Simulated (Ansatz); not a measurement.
Born–Oppenheimer molecular dynamics of C2H10OSi (14 atoms, charge 0, multiplicity 1). It starts from a rough guess of a transition structure, not a stationary point.

Computed with UKS B3LYP/6-31G in Ansatz.

| Property | Result |
| --- | --- |
| ensemble | NVE (velocity Verlet) |
| time step | 0.5 fs |
| steps asked | 150 |
| starting velocities drawn for | 600 K |
| seed | 730735 |

Frames 5 fs apart, positions in Å, forces in eV/Å.

Velocities at 10.0 fs (Å/ps):

```
Si -5.03 10.38 -11.52
H 105.18 -25.99 56.57
O -3.65 -10.33 6.26
C 0.99 -5.38 7.44
H 30.40 25.27 4.65
H -1.94 -21.52 1.32
H 110.73 -34.65 96.04
C -11.84 2.48 -3.12
H 11.75 -45.96 -17.26
H 27.18 9.51 2.14
H 16.21 -3.30 -20.18
H 11.88 10.11 7.03
H -9.69 -1.93 28.09
H 25.65 -2.41 11.89
```

```xyz
14
Properties=species:S:1:pos:R:3:forces:R:3 time_fs=10.0 energy_less_start_eV=-2.128 T=1971
Si -0.641 0.771 0.088 -1.04 -0.16 -3.08
H 1.961 0.235 0.775 -0.98 0.04 -1.37
O -0.997 -0.816 0.709 1.25 -0.78 1.20
C -0.178 -1.702 1.593 -1.03 0.73 0.38
H -1.921 0.779 -0.720 -0.28 0.60 0.61
H -0.556 1.964 1.059 0.35 -0.56 -0.25
H 1.432 0.273 0.152 1.87 -0.14 1.69
C 0.408 0.877 -1.796 -1.56 0.05 1.64
H 0.896 -1.580 1.427 -0.06 -0.22 -0.10
H -0.522 -2.724 1.385 0.26 0.25 -0.01
H -0.405 -1.461 2.668 0.17 -0.16 -0.80
H -0.477 1.216 -2.350 0.39 0.03 -0.25
H 0.784 -0.043 -2.236 -0.04 -0.34 0.36
H 1.172 1.623 -1.782 0.70 0.67 -0.02
14
Properties=species:S:1:pos:R:3:forces:R:3 time_fs=15.0 energy_less_start_eV=-2.587 T=2266
Si -0.666 0.818 0.021 0.46 -2.75 -1.13
H 2.554 0.105 1.106 -0.46 0.02 -0.45
O -1.005 -0.868 0.745 1.10 1.25 -0.32
C -0.172 -1.720 1.619 0.58 -0.20 -2.02
H -1.905 0.968 -0.677 -1.61 0.32 -0.07
H -0.521 1.838 1.067 0.46 0.45 0.42
H 1.983 0.097 0.602 0.64 0.03 0.45
C 0.353 0.896 -1.786 1.27 0.58 2.20
H 0.906 -1.786 1.352 -0.26 0.94 0.27
H -0.432 -2.749 1.390 -0.91 -0.25 0.33
H -0.329 -1.462 2.640 0.00 0.11 0.96
H -0.448 1.298 -2.405 0.26 -0.14 -0.39
H 0.724 -0.100 -2.079 -0.44 0.27 -0.06
H 1.255 1.587 -1.737 -1.09 -0.64 -0.19
14
Properties=species:S:1:pos:R:3:forces:R:3 time_fs=20.0 energy_less_start_eV=-2.639 T=2302
Si -0.692 0.844 -0.056 -2.00 -1.54 0.76
H 3.143 -0.025 1.442 2.35 0.19 1.64
O -0.998 -0.902 0.778 0.43 2.17 -1.40
C -0.160 -1.739 1.616 -0.62 -0.66 0.68
H -2.158 1.217 -0.605 1.19 -0.50 0.81
H -0.385 1.774 1.131 0.23 -0.20 -0.57
H 2.589 -0.067 1.052 -2.31 -0.17 -1.64
C 0.311 0.922 -1.737 -1.29 -0.76 0.34
H 0.886 -1.807 1.323 0.44 0.50 -0.02
H -0.516 -2.800 1.465 -0.08 0.95 0.37
H -0.246 -1.461 2.724 0.16 -0.30 -1.37
H -0.362 1.343 -2.525 0.42 -0.53 0.62
H 0.580 -0.120 -1.942 -0.10 0.02 -0.45
H 1.206 1.482 -1.723 1.19 0.82 0.23
14
Properties=species:S:1:pos:R:3:forces:R:3 time_fs=25.0 energy_less_start_eV=-2.393 T=2144
Si -0.732 0.856 -0.126 -1.60 -1.20 3.78
H 3.827 -0.141 1.834 -1.92 -0.26 -1.04
O -0.985 -0.905 0.790 -0.31 2.35 -1.84
C -0.153 -1.766 1.614 0.83 1.35 -1.37
H -2.195 1.362 -0.372 0.89 -0.65 0.14
H -0.194 1.681 1.079 -0.05 -0.19 -0.78
H 3.112 -0.240 1.446 1.92 0.26 1.05
C 0.261 0.938 -1.677 2.17 -0.50 -0.92
H 0.916 -1.726 1.298 -0.54 -0.76 -0.10
H -0.645 -2.718 1.605 0.20 -0.97 -0.49
H -0.135 -1.484 2.632 -0.17 0.89 1.55
H -0.219 1.305 -2.569 -0.77 0.44 -0.17
H 0.419 -0.130 -1.897 0.54 0.03 -0.23
H 1.271 1.467 -1.658 -1.19 -0.79 0.43
14
Properties=species:S:1:pos:R:3:forces:R:3 time_fs=30.0 energy_less_start_eV=-2.299 T=2082
Si -0.784 0.856 -0.165 0.99 -2.78 4.51
H 4.423 -0.265 2.167 -0.56 -0.11 -0.22
O -0.975 -0.873 0.775 -0.26 1.48 -1.42
C -0.139 -1.771 1.601 -1.13 1.59 1.32
H -2.091 1.382 -0.105 -1.77 0.33 -0.35
H 0.000 1.560 0.873 0.21 0.53 0.38
H 3.725 -0.404 1.900 0.56 0.11 0.22
C 0.240 0.940 -1.640 -0.93 -1.83 -3.43
H 0.880 -1.795 1.241 0.42 -0.66 -0.31
H -0.693 -2.748 1.652 0.85 0.72 -0.33
H -0.064 -1.380 2.697 -0.24 -0.45 -1.55
H -0.211 1.335 -2.587 0.17 0.14 0.90
H 0.371 -0.129 -1.910 0.40 0.18 -0.09
H 1.196 1.349 -1.494 1.31 0.74 0.36
14
Properties=species:S:1:pos:R:3:forces:R:3 time_fs=35.0 energy_less_start_eV=-2.332 T=2105
Si -0.831 0.835 -0.165 0.12 -1.55 4.78
H 5.000 -0.399 2.508 2.57 0.64 0.65
O -0.969 -0.820 0.739 0.01 0.45 -0.78
C -0.136 -1.744 1.599 0.78 0.90 -3.53
H -2.249 1.425 0.079 0.78 -0.42 -0.65
H 0.210 1.540 0.724 -0.76 0.25 0.30
H 4.357 -0.558 2.345 -2.57 -0.64 -0.65
C 0.219 0.913 -1.657 1.84 -0.61 -0.33
H 0.869 -1.993 1.142 -0.65 0.74 0.42
H -0.608 -2.700 1.626 -1.03 -0.58 0.14
H -0.036 -1.321 2.547 0.30 0.71 1.79
H -0.202 1.436 -2.486 -0.03 0.61 -0.78
H 0.418 -0.113 -1.958 0.08 -0.31 -0.46
H 1.224 1.315 -1.287 -1.45 -0.20 -0.88
14
Properties=species:S:1:pos:R:3:forces:R:3 time_fs=40.0 energy_less_start_eV=-2.477 T=2199
Si -0.876 0.800 -0.127 1.25 -0.32 2.33
H 5.673 -0.507 2.865 -2.13 -0.64 -0.25
O -0.962 -0.760 0.692 0.45 -1.11 0.32
C -0.129 -1.696 1.552 -1.82 0.75 0.30
H -2.290 1.391 0.117 0.76 -0.31 -0.59
H 0.255 1.586 0.653 -1.18 0.02 0.29
H 4.892 -0.740 2.774 2.13 0.64 0.25
C 0.219 0.872 -1.694 -1.89 -0.30 -1.65
H 0.779 -2.051 1.098 0.98 0.69 -0.45
H -0.688 -2.675 1.628 -0.15 1.30 0.30
H 0.031 -1.201 2.574 -0.10 -0.85 -1.42
H -0.167 1.604 -2.471 0.47 -1.09 0.59
H 0.478 -0.128 -2.097 -0.36 0.60 -0.16
H 1.063 1.285 -1.227 1.61 0.62 0.15
14
Properties=species:S:1:pos:R:3:forces:R:3 time_fs=45.0 energy_less_start_eV=-2.787 T=2396
Si -0.909 0.763 -0.070 2.91 0.89 -1.67
H 6.244 -0.642 3.203 -0.47 -0.16 0.01
O -0.950 -0.717 0.650 0.32 -2.75 1.51
C -0.146 -1.635 1.494 -0.22 0.74 -1.96
H -2.216 1.306 0.021 -1.60 0.53 -0.27
H 0.048 1.650 0.660 -0.14 0.42 0.65
H 5.530 -0.892 3.223 0.47 0.16 -0.01
C 0.201 0.830 -1.747 0.75 0.92 2.57
H 0.811 -1.944 0.998 -0.90 0.05 0.16
H -0.827 -2.443 1.688 -0.01 -0.79 -0.07
H 0.096 -1.192 2.427 0.30 0.84 1.06
H -0.073 1.616 -2.404 -0.89 0.68 -1.05
H 0.473 -0.061 -2.288 -0.08 -0.46 -0.03
H 1.095 1.307 -1.222 -0.44 -1.08 -0.88
14
Properties=species:S:1:pos:R:3:forces:R:3 time_fs=50.0 energy_less_start_eV=-2.586 T=2268
Si -0.922 0.735 -0.025 0.03 4.25 -3.64
H 6.806 -0.787 3.557 2.40 0.95 -0.38
O -0.934 -0.713 0.629 -0.90 -2.12 0.83
C -0.175 -1.559 1.415 -0.33 0.04 2.58
H -2.379 1.286 -0.147 0.78 -0.57 -0.10
H -0.215 1.793 0.802 0.09 -0.17 0.14
H 6.177 -1.037 3.656 -2.40 -0.95 0.38
C 0.186 0.806 -1.768 -0.94 0.97 -0.43
H 0.722 -1.841 0.897 0.35 -1.07 -0.37
H -0.923 -2.317 1.734 1.24 -0.41 -0.25
H 0.196 -1.070 2.379 -0.48 -0.21 -0.88
H -0.126 1.659 -2.464 -0.10 -0.96 0.99
H 0.421 -0.046 -2.454 -0.68 0.13 0.93
H 1.121 1.151 -1.366 0.94 0.12 0.22
14
Properties=species:S:1:pos:R:3:forces:R:3 time_fs=55.0 energy_less_start_eV=-2.465 T=2191
Si -0.932 0.741 -0.010 -0.30 4.10 -3.32
H 7.456 -0.893 3.888 -1.99 -0.90 0.62
O -0.934 -0.736 0.616 -3.47 0.93 -1.79
C -0.199 -1.490 1.374 3.62 -3.64 2.18
H -2.417 1.163 -0.337 1.00 -0.46 0.18
H -0.459 1.892 0.976 0.01 -0.94 -0.56
H 6.736 -1.219 4.111 1.99 0.90 -0.62
C 0.163 0.800 -1.782 1.21 -0.34 2.34
H 0.640 -1.936 0.763 -0.24 0.11 0.78
H -0.797 -2.317 1.742 0.00 -0.41 0.39
H 0.228 -0.952 2.231 0.24 -0.11 0.23
H -0.231 1.580 -2.381 -0.29 1.32 -0.49
H 0.225 -0.053 -2.447 -0.61 -0.85 0.29
H 1.254 0.978 -1.514 -1.17 0.28 -0.23
14
Properties=species:S:1:pos:R:3:forces:R:3 time_fs=60.0 energy_less_start_eV=-2.918 T=2479
Si -0.943 0.780 -0.023 1.47 0.98 -2.33
H 8.006 -1.041 4.241 -0.30 -0.16 0.15
O -0.980 -0.753 0.584 -2.11 -0.55 -0.38
C -0.166 -1.486 1.375 1.81 -2.22 1.15
H -2.278 0.947 -0.506 -1.31 0.40 -0.42
H -0.689 1.807 1.042 0.39 0.12 0.02
H 7.394 -1.359 4.544 0.30 0.16 -0.15
C 0.150 0.792 -1.765 -2.46 0.03 0.27
H 0.559 -2.029 0.758 0.88 0.43 -0.08
H -0.645 -2.376 1.825 -0.61 0.79 0.41
H 0.317 -0.849 2.133 0.21 -0.51 0.17
H -0.346 1.656 -2.319 0.98 -0.89 0.34
H -0.103 -0.168 -2.326 0.20 1.11 0.79
H 1.218 0.879 -1.687 0.54 0.29 0.07
14
Properties=species:S:1:pos:R:3:forces:R:3 time_fs=65.0 energy_less_start_eV=-2.944 T=2497
Si -0.945 0.829 -0.057 -0.54 -0.92 -1.39
H 8.560 -1.194 4.612 1.85 1.08 -1.26
O -1.056 -0.777 0.545 0.76 -1.59 1.36
C -0.096 -1.524 1.395 0.16 0.88 -0.21
H -2.330 0.808 -0.732 0.43 0.63 0.43
H -0.838 1.739 1.107 0.33 0.59 0.09
H 8.049 -1.494 4.960 -1.85 -1.08 1.26
C 0.102 0.785 -1.733 0.45 0.58 1.60
H 0.643 -2.035 0.756 -0.12 0.13 0.08
H -0.617 -2.290 1.990 -0.17 0.36 -0.27
H 0.458 -0.841 2.098 -0.44 -0.46 -0.45
H -0.299 1.632 -2.239 -0.38 0.78 -0.97
H -0.398 -0.111 -2.070 0.42 -0.50 -0.78
H 1.212 0.827 -1.852 -0.88 -0.47 0.49
```

Of the whole run (75 fs, mean temperature of the second half 2293 K): The conserved energy stayed within 0.34 meV per atom of its start (net change -0.17 meV per atom), so the integration is sound. The system heated up, since it started high on the potential surface and ran downhill. A run of 0.075 ps of so small a system gives no equilibrium averages. The orbitals stay closed-shell, which can raise the energy where a bond breaks towards radicals; this wasn't checked here. Limits of this set-up: no polarisation functions.

Run time: 9.9 min on 1 thread of Arm Neoverse V2, on a shared host, peak memory 0.18 GiB.
